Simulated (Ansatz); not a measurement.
Geometry optimisation, RKS PBE0-D4/def2-SVP in Ansatz 0.2.0.

Input file:

```yaml
crystal:
  periodic: [false, false, false]
  atoms:
    - { symbol: C, position_ang: [-1.3823, 0.2898, 1.38] }
    - { symbol: C, position_ang: [-0.327, 0.5148, 0.3298] }
    - { symbol: As, position_ang: [1.3245, 0.9962, 1.268] }
    - { symbol: C, position_ang: [-0.0939, -0.7439, -0.5255] }
    - { symbol: Al, position_ang: [0.7875, -0.4559, -2.2804] }
    - { symbol: H, position_ang: [-1.5357, 1.2737, 1.9755] }
    - { symbol: H, position_ang: [-1.1671, -0.5133, 2.047] }
    - { symbol: H, position_ang: [-2.3636, 0.1564, 0.8592] }
    - { symbol: H, position_ang: [-0.6025, 1.3878, -0.2813] }
    - { symbol: H, position_ang: [1.34682, 2.48856, 0.84071] }
    - { symbol: H, position_ang: [0.60168, 1.31114, 2.63773] }
    - { symbol: H, position_ang: [-1.1491, -1.1348, -0.7932] }
    - { symbol: H, position_ang: [0.3086, -1.5208, 0.0343] }
    - { symbol: H, position_ang: [2.1096, -1.228, -2.563] }
    - { symbol: H, position_ang: [0.2057, 0.5924, -3.3067] }
basis:
  gaussian: { orbitals: def2-SVP }
hamiltonian:
  xc: pbe0
  dispersion: d4
relax:
  f_tol: 0.015
  max_steps: 40
```

Command:

```bash
$ ansatz run input.yaml --threads 2 --pin off --max-ram 3072MiB --backend cpu --events-out ev --progress --plain --runs-dir out
```

**Question.** Where does it end, and by what steps?

**Answer.** It converged. After 20 steps the energy has fallen by 0.762 eV; H11 moved furthest, 1.57 Å. Joined: As3–Al5.

```
step  energy less start (eV)  largest force component (eV/Å)  accepted
   0                  0.0000                           3.020       yes
   1                 -0.3613                           0.903       yes
   2                 -0.3964                           0.144       yes
   3                 -0.4100                           0.096       yes
   4                 -0.4308                           0.080       yes
   5                 -0.4533                           0.182       yes
   6                 -0.4730                           0.311       yes
   7                 -0.5140                           0.435       yes
   8                 -0.5535                           0.734       yes
   9                 -0.6001                           0.692       yes
  10                 -0.6515                           0.425       yes
  11                 -0.7064                           0.352       yes
  12                 -0.7420                           0.159       yes
  13                 -0.7526                           0.223       yes
  14                 -0.7368                           0.373        no
  15                 -0.7599                           0.098       yes
  16                 -0.7575                           0.153        no
  17                 -0.7614                           0.019       yes
  18                 -0.7616                           0.018       yes
  19                 -0.7616                           0.039       yes
  20                 -0.7617                           0.011       yes
```

```xyz
15
Properties=species:S:1:pos:R:3
C -1.483 0.371 1.487
C -0.650 0.521 0.228
As 1.190 1.206 0.445
C -0.380 -0.759 -0.581
Al 1.119 -0.273 -1.832
H -1.631 1.330 2.009
H -1.013 -0.332 2.192
H -2.478 -0.032 1.235
H -1.113 1.271 -0.439
H 1.063 2.605 1.018
H 1.598 0.513 1.728
H -1.302 -1.113 -1.076
H -0.062 -1.570 0.101
H 2.420 -1.183 -1.983
H 0.786 0.859 -2.910
```

Run time: 2.3 min on 2 threads of Arm Neoverse V1, on a shared host, peak memory 0.44 GiB.
